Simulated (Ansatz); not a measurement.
Ansatz (a program for electronic structure) input:

Ansatz 0.2 input:
```yaml
crystal:
  periodic: [false, false, false]
  atoms:
    - {symbol: Mn, position_ang: [0.14336333, -0.71522535, 0.60155648]}
    - {symbol: Br, position_ang: [-0.22483978, 1.06277674, -0.89099722]}
    - {symbol: O, position_ang: [0.53241662, -2.08607337, 1.72672198]}
    - {symbol: H, position_ang: [0.02597627, -2.62796533, 2.33221460]}
basis:
  gaussian:
    orbitals: def2-TZVPD
hamiltonian:
  xc: {name: revPBE}
magnetization: {spin_polarized: true, initial_magnetization: 5}
output: {forces: true}
```

**Question.** What final total energy does it print?

**Answer.** -3800.78534 Eh (revPBE/def2-TZVPD). The basis has 154 functions.

The spin state was set by rule; other spins were not relaxed.
